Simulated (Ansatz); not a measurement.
ClFH4OSi2 (`F[SiH](Cl)O[SiH3]`), relaxed with RKS PBE0-D4/def2-TZVP in Ansatz from a PBE-D4/def2-SVP geometry. The force threshold is 0.005 eV/Å; the program also tests the step.

Total charge 0; spin multiplicity 1.

Start:

```xyz
9

F     1.555   -1.881   -0.842
Si    1.187   -0.301   -0.965
Cl    2.403    0.717    0.360
O    -0.390   -0.069   -0.558
Si   -1.334    0.275    0.804
H     1.430    0.139   -2.361
H    -2.763    0.084    0.400
H    -0.984   -0.658    1.929
H    -1.104    1.696    1.232
```

```tsv
step	energy (eV)	largest force (eV/Å)	largest move (Å)
1	-33100.2132	0.887	0.000
2	-33100.2897	0.731	0.033
3	-33100.3143	0.122	0.032
4	-33100.3153	0.066	0.006
5	-33100.3170	0.092	0.062
6	-33100.3197	0.057	0.069
7	-33100.3205	0.010	0.016
8	-33100.3206	0.007	0.021
9	-33100.3206	0.010	0.020
10 (rejected)	-33100.3206	0.016	0.015
11	-33100.3207	0.005	0.008
13	-33100.3207	0.015	0.018
15	-33100.3208	0.020	0.023
17	-33100.3209	0.024	0.026
19	-33100.3210	0.022	0.024
21	-33100.3211	0.015	0.040
23	-33100.3211	0.018	0.005
25	-33100.3212	0.010	0.019
27	-33100.3212	0.007	0.007
29	-33100.3212	0.002	0.009
30	-33100.3212	0.003	0.007
```

End:

```xyz
9

F     1.709   -1.751   -0.603
Si    1.199   -0.289   -0.937
Cl    2.445    1.017    0.003
O    -0.304   -0.111   -0.408
Si   -1.345    0.232    0.821
H     1.261   -0.090   -2.389
H    -2.687    0.422    0.224
H    -1.368   -0.899    1.780
H    -0.909    1.471    1.510
```

Hardware: 4 threads of an Arm Neoverse V2 on a shared host. Wall time 85 s, peak host memory 0.56 GiB.
